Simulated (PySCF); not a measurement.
Species: C6H5NOS (charge -1 and doublet state).
Cartesian coordinates in Å at the GFN2-xTB level; atoms count from 1:
```
atom  x, y, z in Å
C1     1.8381    0.5100   -0.0027
C2     0.5374   -0.2108    0.0461
C3     0.2245   -1.3556    0.6915
O4    -1.0556   -1.7456    0.5252
C5    -1.6719   -0.8293   -0.3113
S6    -3.2068   -1.0621   -0.9187
C7    -0.7183    0.3062   -0.6170
C8    -1.1714    1.4704    0.1253
N9    -1.5141    2.2672    0.8859
H10    2.1953    0.6052   -1.0329
H11    2.5886   -0.0261    0.5769
H12    1.7355    1.5198    0.4041
H13    0.8423   -1.9935    1.2992
H14   -0.6242    0.5435   -1.6937
```

The species is `O1[C]([S-])[C@@H](C#N)C(C)=C1` [radical] (charge -1).

Computed, not measured: PySCF 2.14.0, UKS B3LYP, pcH-1 on C H N O S, non-relativistic, mean-field spin-orbit, GIAO. Whether the extra electron is bound in the gas phase wasn't checked; a finite basis holds it in any case. A GFN2-xTB geometry isn't a minimum of the functional, and hyperfine couplings can be far from their values at a DFT geometry, by a factor of two or more for some ions and for spin on atoms past the first row. No stability test was run, so a lower SCF solution isn't excluded.

Task: Give the principal g shifts and their parts.

Result: 
```tsv
Δg (ppt)	1	2	3
relativistic mass correction	-0.18	-0.18	-0.18
gauge correction	0.00	0.05	0.03
orbital Zeeman/spin–orbit	-0.83	3.89	7.64
total	-1.02	3.76	7.50
```

So g = 2.00130, 2.00608, 2.00982 and g_iso = 2.00573; the tensor is rhombic: the two nearest values differ by 44 % of g3 − g1. Axes: g3 points within 15° of the C5–S6 bond.

Task: At 9.716 GHz, how far is the centre of the isotropic spectrum from where a free electron (g = 2.002319) resonates?

Result: B = hν/(g μB) with μB/h = 13.99624 MHz/mT gives 346.69 mT for the free electron and 346.10 mT at g_iso, 0.59 mT lower.

Task: How much does each term add to the isotropic shift?

Result: The orbital-Zeeman/spin–orbit term 3.57, the mass correction -0.18 and the gauge correction 0.03 ppt, for a total of 3.41 ppt. The orbital-Zeeman/spin–orbit term is the largest in size. The mass correction is the same along every axis, so the anisotropy comes from the other two: their spans along these axes are 0.05 (gauge) and 8.48 ppt (orbital Zeeman/spin–orbit).

Task: In a frozen sample, at which fields do the three g values resonate at 9.5, 34, 94 and 263 GHz (hyperfine left aside), and which band first spreads them over more than twice a line width of 0.3 mT?

Result: 
```tsv
band	GHz	B(g3) mT	B(g2) mT	B(g1) mT	spread mT
X	9.5	337.72	338.35	339.16	1.44
Q	34.0	1208.68	1210.93	1213.82	5.14
W	94.0	3341.64	3347.87	3355.86	14.22
J	263.0	9349.49	9366.92	9389.27	39.78
```

The spread grows in proportion to the frequency. X band is the first where it exceeds 0.6 mT.

Largest spin populations (Mulliken): C5 (+0.50), S6 (+0.28), H14 (+0.08) and C2 (+0.08). The angles at C5 add up to 359.9°, so it is planar.

The HOMO–LUMO gaps are 2.78 eV among the α and 4.29 eV among the β orbitals.
